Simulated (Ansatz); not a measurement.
Reaction (ligand exchange at the Si–O bond): `F[SiH](F)O[SiH2]S` + `N[SiH3]` → `[SiH3]N[SiH2]S` + `O[SiH](F)F`

Isolated molecules relaxed with PBE0-D4/def2-TZVP in Ansatz; ΔE leaves out vibrations. CCSD(T)/CBS adds triple-zeta CCSD(T) − MP2 to the extrapolated MP2 energy (def2 sets, frozen cores). This one scheme is used for every species. Each species was taken in one conformer, which may not be the lowest.

| species | CCSD(T)/CBS(def2) energy (Eh) |
| --- | --- |
| `F[SiH](F)O[SiH2]S` | -1253.37132 |
| `N[SiH3]` | -346.80422 |
| `[SiH3]N[SiH2]S` | -1034.92193 |
| `O[SiH](F)F` | -565.23707 |

Task: Work out ΔE.

Result: ΔE = (-1034.92193) + (-565.23707) − (-1253.37132) − (-346.80422) = 0.01654 Eh = +10.4 kcal/mol.

Largest T1 diagnostic among the species: 0.012.

In def2-TZVPP, CCSD(T) changes the Hartree–Fock value by −3.8 kcal/mol (the triples alone add −0.6 kcal/mol) and MP2 by −4.1 kcal/mol.
